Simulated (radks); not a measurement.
Correlation energies from several functionals, in hartree. Species: He [He]; Os3+ [Xe] 4f14 5d5; Sb [Kr] 4d10 5s2 5p3; K+ [Ar]. All-electron calculation, non-relativistic Kohn-Sham, exchange-only PBE, spin-polarised, spherical densities, point nucleus. Program: a radial shooting solver on a logarithmic mesh with Libxc functionals. Every spin shell is full or empty, so the densities are truly spherical. Functionals are evaluated on that one density, not self-consistently.

functional         He     Os3+       Sb        K+
PW92         -0.11146  -7.6521  -4.8310   -1.4699
Wigner      -0.095423  -3.8656  -2.6477  -0.93917
Chachiyo     -0.10843  -7.5641  -4.7664   -1.4439
PBE         -0.040731  -4.4689  -2.6994  -0.72281
PBEsol      -0.051265  -5.0064  -3.0555  -0.83849
LYP         -0.043645  -3.9615  -2.5524  -0.77171
PW91        -0.044630  -4.8021  -2.9164  -0.79079
TPSS        -0.042051  -4.4645  -2.6998  -0.72727
B95         -0.041450  -5.5489  -3.2807  -0.84844
